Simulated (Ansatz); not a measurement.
Start from `[SiH3][Ge]([Cl])([Cl])[Cl]` and change one atom or group to get `[Cl][Ge]([Cl])([Cl])[I]`.

Ansatz, PBE0-D4/def2-TZVP geometries, multiplicity 1. 

Elements past krypton have def2 core potentials. Scalar relativity is left out up to krypton.

```
                                      property  `[SiH3][Ge]([Cl])([Cl])[Cl]`
         LUMO energy (ωB97M-V/def2-TZVPP) / eV                          0.43
       HOMO–LUMO gap (ωB97M-V/def2-TZVPP) / eV                         11.12
           LUMO energy (B3LYP/def2-TZVPP) / eV                         -1.76
           HOMO–LUMO gap (PBE/def2-TZVPP) / eV                          5.06
            LUMO energy (PBE0/def2-TZVPP) / eV                         -1.49
zero-point energy (PBE0-D4/def2-TZVP) / kJ/mol                          76.9
```

Task: Give the same properties after the change, and the shifts. (Best estimate.)

Result: Computed: 
```csv
property,`[Cl][Ge]([Cl])([Cl])[I]`,shift
LUMO energy (ωB97M-V/def2-TZVPP) / eV,-0.72,-1.15
HOMO–LUMO gap (ωB97M-V/def2-TZVPP) / eV,9.85,-1.27
LUMO energy (B3LYP/def2-TZVPP) / eV,-2.95,-1.19
HOMO–LUMO gap (PBE/def2-TZVPP) / eV,3.70,-1.36
LUMO energy (PBE0/def2-TZVPP) / eV,-2.68,-1.19
zero-point energy (PBE0-D4/def2-TZVP) / kJ/mol,13.3,-63.6
```

With PBE0 the HOMO rises by 0.25 eV and the LUMO falls by 1.19 eV, so the gap narrows by about 1.44 eV. PBE moves the HOMO by 0.24 eV and ωB97M-V by 0.12 eV. The zero-point energy changes by -63.6 kJ/mol with -9 modes.

B3LYP here is the variant with VWN-RPA as its local correlation; programs differ in this.

Spin–orbit coupling is left out; it splits and shifts lone-pair levels of the heavy atoms by tenths of an eV.
